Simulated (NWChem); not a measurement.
Molecule: C₅H₅Cl; SMILES C=C=C/C=C/Cl

```xyz
11

C      0.9829    -3.0584     0.0000
C     -0.0163    -2.2173     0.0000
C     -1.0227    -1.3662     0.0000
C     -0.9346     0.0959     0.0000
C      0.2049     0.7997     0.0000
Cl     0.2434     2.5200     0.0000
H      1.4180    -3.4278     0.9362
H      1.4180    -3.4278    -0.9362
H     -2.0358    -1.7866     0.0000
H     -1.8831     0.6400     0.0000
H      1.1943     0.3350     0.0000
```
Atoms are numbered in this order, from 1.

Results from NWChem. Pople sets run with spherical d functions. Coordinates come from a PBE0/def2-SVP optimisation. Static field.

Task: Order these by “isotropic polarisability (bohr³)”, lowest first: PBE/6-31G*; PBE/def2-SVPD; PBE/def2-SVP.

Result: PBE/6-31G* (68.3), PBE/def2-SVP (70.5), PBE/def2-SVPD (86.3)
